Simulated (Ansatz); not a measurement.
```json
{"atom": "Ti", "x (Å)": "0.0000", "y (Å)": "0.0000", "z (Å)": "-0.3577"}
{"atom": "O", "x (Å)": "0.0000", "y (Å)": "1.2196", "z (Å)": "0.4918"}
{"atom": "O", "x (Å)": "0.0000", "y (Å)": "-1.2196", "z (Å)": "0.4918"}
```

Basis set: def2-TZVP (spherical functions). Frozen core: 7 orbitals. Charge 0, multiplicity 1.

Computed with Ansatz (development build ahead of 0.2.0); each method stands on the lowest determinant of its kind that the runs found. Restricted open shells among the atoms or ions are ROHF, correlated in semicanonical orbitals with singles.

Task: Give the atomization energy at this shape (free ground-state atoms in the same class of orbitals less the molecule, no zero-point energy) of singlet TiO2 by RHF-MP2, RHF.

Result:

```tsv
method	atomization energy
RHF-MP2	294.30 kcal/mol
RHF	72.25 kcal/mol
```

Caution: no unrestricted run beside it, a lower state can exist; other spin multiplicities were not run; the shape is not the minimum.
